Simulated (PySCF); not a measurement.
# Computed data sheet: `FC(=C(CN=C)F)F`

Compound: C4H4F3N.
Numbering: `[CH2:1]=[N:2][CH2:3][C:4]([F:5])=[C:6]([F:7])[F:8]` (hydrogens: H9, H10 on C1; H11, H12 on C3)

Cartesian coordinates in Å at the GFN2-xTB level; atoms count from 1:
```
atom  x, y, z in Å
C1     1.848   -0.923    0.345
N2     0.943   -0.333    0.974
C3     0.327    0.845    0.425
C4    -1.155    0.633    0.310
F5    -1.936    1.478    1.004
C6    -1.725   -0.331   -0.403
F7    -3.023   -0.560   -0.518
F8    -1.028   -1.190   -1.136
H9     2.289   -1.800    0.792
H10    2.230   -0.609   -0.631
H11    0.747    1.126   -0.557
H12    0.484    1.663    1.133
```

Structural features include: imine, C=C double bond and C–F bond.

From GFN2-xTB geometry:

```
Point group of the GFN2-xTB geometry                  : C1
Rotational constants A, B, C of the GFN2-xTB geometry : 3.043, 1.568, 1.097 GHz
```

From CAM-B3LYP/def2-SVPD ground state and vertical TDDFT (core frozen in the response) (PySCF):

```
Dipole moment                                                     : 2.90 D
HOMO energy                                                       : -8.87 eV
LUMO energy                                                       : 0.39 eV
HOMO–LUMO gap                                                     : 9.26 eV
Lowest singlet excitation                                         : 4.97 eV (250 nm, f = 0.001)
Strongest line among the 8 lowest singlet transitions             : S6 at 7.64 eV (162 nm, f = 0.158)
Lowest triplet excitation (Tamm–Dancoff)                          : 4.16 eV
Static isotropic polarisability                                   : 58.5 au
Electronic spatial extent ⟨r²⟩ about the centre of nuclear charge : 982 bohr²
```

Monoisotopic mass (most abundant isotopes): 123.0296 u.

With B = h/(8π²I), that is 505.379 GHz u Å² over I, the principal moments of inertia are 166.1, 322.4 and 460.7 u Å² (most abundant isotopes); the inertial defect Ic − Ia − Ib is -27.8 u Å² (zero for a rigid planar frame, negative otherwise). The rotational constants make it an asymmetric top with κ = (2B − A − C)/(A − C) = -0.52, nearer the prolate limit (−1). No computed singlet falls in the visible range (750 to 380 nm, 1.65 to 3.26 eV); S1 lies 1.71 eV above its blue end. The largest Löwdin shares of the HOMO are 0.26 on C4, 0.24 on C6, 0.11 on F5 and 0.09 on N2. The vertical singlet–triplet gap S1 − T1 is 0.81 eV (TDDFT singlet less Tamm–Dancoff triplet; S1: HOMO−1→LUMO, weight 0.77; T1: HOMO−1→LUMO, weight 0.77). S1 lies 4.29 eV below the HOMO–LUMO gap; its leading configuration is HOMO−1→LUMO, weight 0.77.

The structure is a single GFN2-xTB conformer in the gas phase; no vibrational or solvent corrections.

For the TDDFT job (CAM-B3LYP/def2-SVPD), time: 76 s wall (grids of density and orbitals included); peak memory 0.89 GiB. Hardware: an Arm Neoverse N1 with one thread, shared host.
